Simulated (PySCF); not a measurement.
# Ionisation energy of Pb by level of theory

Pb [Xe] 4f14 5d10 6s2 6p2 (3P) → Pb⁺ [Xe] 4f14 5d10 6s2 6p1 (2P), as a difference of total energies. Computed with PySCF 2.14 in def2-SVP with the def2 core potential (60 electrons), with a scalar-relativistic core potential. Correlated levels: valence: 5s2 5p6 5d10 frozen. The calculations carry no spin-orbit coupling.

Order these methods by the ionisation energy they give, lowest first.
A. CCSD(T) (valence)
B. LDA
C. M06-L
D. SCS-MP2 (valence)

C (6.597 eV), D (6.709 eV), A (6.793 eV), B (7.162 eV).

Spin-orbit coupling is strong in these open shells (close to jj coupling). The scalar numbers leave it out and a first-order estimate fails, so it can dominate the gap to the real levels.

Errors of the correlated levels include the incompleteness of this basis and the frozen core.

For comparison: 7.417 eV (measured; NIST Atomic Spectra Database, ionization energies).
